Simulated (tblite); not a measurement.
Species: C7H16N2.
Cartesian coordinates in Å at the GFN2-xTB level; atoms count from 1:
```
atom  x, y, z in Å
C1     2.644   -1.296    1.465
C2     3.065   -0.237    0.444
N3     1.949    0.411   -0.200
N4     1.420   -0.255   -1.235
C5     0.263   -0.034   -1.701
C6    -0.808    0.904   -1.214
C7    -1.957    0.142   -0.532
C8    -1.477   -0.501    0.767
C9    -3.133    1.077   -0.263
H10    2.053   -2.067    0.977
H11    2.047   -0.848    2.258
H12    3.520   -1.759    1.912
H13    3.655   -0.700   -0.349
H14    3.667    0.535    0.932
H15    1.318    0.901    0.433
H16    0.014   -0.631   -2.569
H17   -0.400    1.645   -0.522
H18   -1.205    1.443   -2.078
H19   -2.288   -0.652   -1.211
H20   -1.181    0.264    1.484
H21   -2.270   -1.096    1.217
H22   -0.627   -1.153    0.579
H23   -3.946    0.536    0.216
H24   -3.505    1.504   -1.192
H25   -2.831    1.891    0.393
```

Computed with GFN2-xTB (tblite): harmonic, unscaled wavenumbers at the GFN2-xTB geometry, gas phase. This tight-binding method is rough: wavenumbers can miss measured ones by several per cent, in bad cases by 10 to 20. One conformer, not necessarily the lowest.

Harmonic wavenumbers (cm⁻¹): 35.1, 48.1, 70.8, 85.3, 183.3, 193.9, 211.6, 233.8, 256.8, 311.9, 364.4, 377.9, 421.0, 440.2, 547.2, 614.2, 648.7, 810.9, 819.3, 869.3, 919.2, 937.2, 948.7, 965.5, 989.5, 1015.5, 1052.6, 1080.3, 1120.6, 1142.7, 1174.9, 1179.3, 1192.5, 1219.4, 1252.8, 1269.8, 1314.2, 1332.1, 1335.3, 1348.5, 1381.4, 1401.3, 1408.0, 1421.0, 1452.2, 1486.5, 1495.3, 1499.6, 1501.8, 1502.8, 1510.0, 1513.5, 1717.3, 2925.7, 2948.7, 2955.7, 2972.2, 2996.5, 3012.9, 3024.6, 3025.8, 3027.4, 3032.5, 3037.0, 3037.7, 3040.0, 3046.0, 3048.8, 3267.2.

A = 2918, B = 782.8, C = 679.1 MHz; mass 128.131 u (most abundant isotopes); point group C1, symmetry number 1.

Question: What is the zero-point energy?

Answer: ½Σν̃ = 49012 cm⁻¹ = 140.13 kcal/mol.

Question: Give the ideal-gas entropy at 298.15 K and 1 bar in the rigid-rotor, harmonic-oscillator model (classical rotation).

Answer: Translation 40.48, rotation 29.72, vibration 36.88: S = 107.1 cal/(mol K).

Question: And Cp and H(298.15 K) − H(0)?

Answer: Cp = 43.74 cal/(mol K), of which vibrations give 35.79 (their classical limit is 69 R = 137.1); H(298.15 K) − H(0) = 7.92 kcal/mol without the zero-point energy, 5.55 from vibrations.

Question: Which modes carry the vibrational entropy at 298.15 K?

Answer: 35.1 cm⁻¹: 5.52; 48.1 cm⁻¹: 4.89; 70.8 cm⁻¹: 4.13; 85.3 cm⁻¹: 3.77; 183.3 cm⁻¹: 2.29; 193.9 cm⁻¹: 2.19 cal/(mol K); the other 63 give 14.09 together.

Question: What must be added to the electronic energy to get the Gibbs energy at 298.15 K and 1 bar?

Answer: ZPE + [H(298.15 K) − H(0)] − T·S = 140.13 + 7.92 − 31.93 = 116.12 kcal/mol.

Hindered rotation and anharmonicity are outside this model. Other conformers, if any are populated, would add a mixing term that is left out. The structure is chiral; the term R ln 2 for an equal mix with its mirror image is left out.

Time: 1.1 s of wall time. Hardware: one thread of an Arm Neoverse V1, on a shared host. This covers the Hessian and the dipole derivatives.
